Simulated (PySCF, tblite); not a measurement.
C5H15NSi.
Atom-mapped SMILES: `[CH3:1][NH:2][C:3]([CH3:4])([CH3:5])[SiH2:6][CH3:7]` (hydrogens: H8, H9, H10 on C1; H11 on N2; H12, H13, H14 on C4; H15, H16, H17 on C5; H18, H19 on Si6; H20, H21, H22 on C7)

Geometry (GFN2-xTB, Å), atoms numbered from 1 in this order:
```
atom  x, y, z in Å
C1    -1.790   -1.173    1.083
N2    -0.665   -0.259    1.012
C3    -0.272    0.243   -0.309
C4    -1.307    1.200   -0.914
C5    -0.054   -0.926   -1.269
Si6    1.400    1.139    0.022
C7     2.652   -0.087    0.739
H8    -1.540   -2.098    0.566
H9    -2.723   -0.776    0.659
H10   -1.968   -1.409    2.132
H11   -0.858    0.540    1.608
H12   -2.251    0.690   -1.108
H13   -0.939    1.601   -1.855
H14   -1.498    2.034   -0.240
H15    0.458   -0.582   -2.165
H16   -1.001   -1.370   -1.575
H17    0.553   -1.692   -0.793
H18    1.900    1.720   -1.234
H19    1.160    2.234    0.975
H20    2.935   -0.840    0.010
H21    2.242   -0.598    1.604
H22    3.557    0.427    1.049
```

Level of theory: PBE0/pcSseg-1 in PySCF (dipole) on a GFN2-xTB geometry, gas phase.

Masses are those of the commonest isotopes; rigid-rotor values at the optimised geometry. The values belong to one conformer with, in the numbering `[CH3:1][NH:2][C:3]([CH3:4])([CH3:5])[SiH2:6][CH3:7]`, C1–N2–C3–C4 69°, N2–C3–Si6–C7 59°.

**Question.** What are A, B and C (MHz)?

**Answer.** Ia = 183.24, Ib = 340.06, Ic = 391.10 u·Å²; 505379 MHz·u·Å²/I gives A = 2758, B = 1486, C = 1292 MHz.

**Question.** Classify the top.

**Answer.** An asymmetric top: κ = (2 × 1486 − 2758 − 1292)/(2758 − 1292) = -0.74.

**Question.** What does the inertial defect say?

**Answer.** Not planar: Δ = Ic − Ia − Ib = -132.20 u·Å². For a rigid frame Δ = −2 Σ m c², so Σ m c² = 66.10 u·Å² lies off the ab plane: 23.41 from hydrogen and 42.69 from heavier atoms. The atom farthest from that plane is 2.13 Å away.

**Question.** Give the other two planar moments, Paa and Pbb, and the rms extents of the mass along the axes.

**Answer.** Paa = Σ m a² = (Ib + Ic − Ia)/2 = 273.96 and Pbb = Σ m b² = (Ia + Ic − Ib)/2 = 117.14 u·Å². With the mass M = 117.10 u, the rms extents √(P/M) along a, b and c are 1.53, 1.00, 0.75 Å.

**Question.** Where do the levels up to J = 2 lie, in MHz?

**Answer.** Above 0(0,0):
J = 1: 1(0,1) 2778, 1(1,1) 4050, 1(1,0) 4244
J = 2: 2(0,2) 8315, 2(1,2) 9413, 2(1,1) 9995, 2(2,1) 13810, 2(2,0) 13831

**Question.** Which lines would a microwave search look for?

**Answer.** The dipole components are |μa| = 0.94 D, |μb| = 0.10 D, |μc| = 0.01 D. The squared components, which scale the intensities, stand as 1.00 : 0.01 : 0.00 (a : b : c). Some lines, for components of 0.1 D or more:

```json
{"type": "a", "branch": "Q", "J(Ka,Kc)": "2(1,1) ← 2(1,2)", "MHz": "582", "lower level (cm⁻¹)": "0.314"}
{"type": "a", "branch": "Q", "J(Ka,Kc)": "3(1,2) ← 3(1,3)", "MHz": "1162", "lower level (cm⁻¹)": "0.582"}
{"type": "a", "branch": "R", "J(Ka,Kc)": "1(0,1) ← 0(0,0)", "MHz": "2778", "lower level (cm⁻¹)": "0.000"}
{"type": "a", "branch": "R", "J(Ka,Kc)": "2(1,2) ← 1(1,1)", "MHz": "5363", "lower level (cm⁻¹)": "0.135"}
{"type": "a", "branch": "R", "J(Ka,Kc)": "2(0,2) ← 1(0,1)", "MHz": "5536", "lower level (cm⁻¹)": "0.093"}
{"type": "a", "branch": "R", "J(Ka,Kc)": "2(1,1) ← 1(1,0)", "MHz": "5751", "lower level (cm⁻¹)": "0.142"}
{"type": "a", "branch": "R", "J(Ka,Kc)": "3(1,3) ← 2(1,2)", "MHz": "8032", "lower level (cm⁻¹)": "0.314"}
{"type": "a", "branch": "R", "J(Ka,Kc)": "3(0,3) ← 2(0,2)", "MHz": "8254", "lower level (cm⁻¹)": "0.277"}
{"type": "a", "branch": "R", "J(Ka,Kc)": "3(2,2) ← 2(2,1)", "MHz": "8335", "lower level (cm⁻¹)": "0.461"}
{"type": "a", "branch": "R", "J(Ka,Kc)": "3(2,1) ← 2(2,0)", "MHz": "8416", "lower level (cm⁻¹)": "0.461"}
{"type": "a", "branch": "R", "J(Ka,Kc)": "3(1,2) ← 2(1,1)", "MHz": "8612", "lower level (cm⁻¹)": "0.333"}
```

**Question.** Estimate the classical rotational partition function at 50 K, 100 K and 298.15 K.

**Answer.** Point group C1, symmetry number σ = 1; q = (√π/σ)·√((kT/h)³/(ABC)), k/h = 20836.6 MHz/K: 25900 at 50 K, 73300 at 100 K, 377000 at 298.15 K.

Its GFN2-xTB frequencies are all real (lowest 57 cm⁻¹). These are rigid-rotor constants of the computed structure; measured ground-state constants (B0) also hold zero-point vibration. A rigid rotor knows nothing of inversion at nitrogen or internal rotation, which can split or shift real lines. Quadrupole hyperfine structure (14N) is left out.

Hardware: one thread, Arm Neoverse N1 (aarch64), shared host with 64 logical CPUs at a one-minute load of 62. Cost: 81 s of wall time (with the writing of density and orbital grids), 0.90 GiB resident at most. This is the PBE0/pcSseg-1 job that gave the dipole, with the shieldings it also computed.
